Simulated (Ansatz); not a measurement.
Mulliken charges of C2H4AlF, SMILES `F/C=[CH]/[AlH2]` from ωB97M-V/def2-TZVPP in Ansatz (PBE0-D4/def2-TZVP geometry).

| atom | x (Å) | y (Å) | z (Å) | charge (e) |
| --- | --- | --- | --- | --- |
| F1 | -0.466 | 2.531 | 0.114 | -0.182 |
| C2 | -0.141 | 1.283 | -0.239 | 0.112 |
| C3 | -0.214 | 0.247 | 0.586 | -0.324 |
| Al4 | 0.292 | -1.488 | -0.084 | 0.409 |
| H5 | 0.183 | 1.251 | -1.276 | 0.108 |
| H6 | -0.560 | 0.456 | 1.596 | 0.103 |
| H7 | 0.769 | -1.565 | -1.595 | -0.116 |
| H8 | 0.230 | -2.772 | 0.842 | -0.110 |

Question: By hand: the dipole of these point charges (1 e Å = 4.8032 D).

Answer: Σ q r = (0.105, -0.337, -0.153) e Å, of length 0.385 e Å = 1.85 D.

Question: How does the dipole of the full density compare? (Best estimate.)

Answer: Ansatz gave: (0.030, -0.099, -0.043) e Å, 0.54 D; the point charges give 3.43 times that, at 1° from its direction.

Point charges leave out the atoms' own dipoles, such as those of lone pairs, and Mulliken's split depends on the basis, so the two needn't agree.
